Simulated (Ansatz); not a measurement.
A further run on Ta₃⁺ (the lowest singlet isomer of a short search).

```yaml
crystal:
  periodic: [false, false, false]
  atoms:
    - {symbol: Ta, position_ang: [-0.013145, 1.381343, -0.454243]}
    - {symbol: Ta, position_ang: [1.200409, -0.755625, 0.320372]}
    - {symbol: Ta, position_ang: [-1.187263, -0.625718, 0.133871]}
basis:
  gaussian: {orbitals: def2-TZVP}
total_charge: 1
hamiltonian: {xc: {name: PBEsol}}
scf: {omitted_lower_state_checks: [starts]}
output: {forces: true}
```

```sh
$ ansatz run in.yaml --threads 4 --pin off --events-out ev --progress --plain --max-ram 3916MiB
```

Output, abridged:

```
Functional definition: PBEsol
1011 factors; their error is unknown
mean field evaluation 1: about -4612.3897 eV, gradient 1.0e2 eV
mean field evaluation 2: about -4433.4062 eV, gradient 2.2e2 eV
mean field evaluation 4: about -4615.0751 eV, gradient 9.7e1 eV
mean field evaluation 8: about -4624.1246 eV, gradient 7.7e1 eV
mean field evaluation 16: about -4637.4544 eV, gradient 7.5e-6 eV
mean field -4637.45444643 eV, -170.4233075269 hartree, gradient 2.8e-6 eV, S^2 0.000000; 0 other end points of the search recorded, 0 dependent functions left out
reference -4637.45448567 eV, -170.4233089687 hartree; 19, 19 occupied and 101, 101 virtual orbitals, 1011 factors
Total energy: -4637.45448567 eV, -170.4233089687 hartree
Atom 0 at    -0.013145     1.381343    -0.454243 Å, force    -0.025035    -0.393285     0.127595 eV/Å
Atom 1 at     1.200409    -0.755625     0.320372 Å, force    -0.357139     0.191781    -0.084473 eV/Å
Atom 2 at    -1.187263    -0.625718     0.133871 Å, force     0.382174     0.201504    -0.043121 eV/Å
Dipole moment:     0.074214     0.039122    -0.008371 e Å
Checks for a lower state left out: starts
```

It took 1.2 s on 4 threads of Intel Xeon Platinum 8488C on a shared host.

In the def2 sets Ta takes a core potential; there is no spin–orbit coupling. The restricted singlet is unstable towards broken spin symmetry at other levels; at RKS PBEsol/def2-TZVP this wasn't settled.

The dipole of an ion depends on the origin.
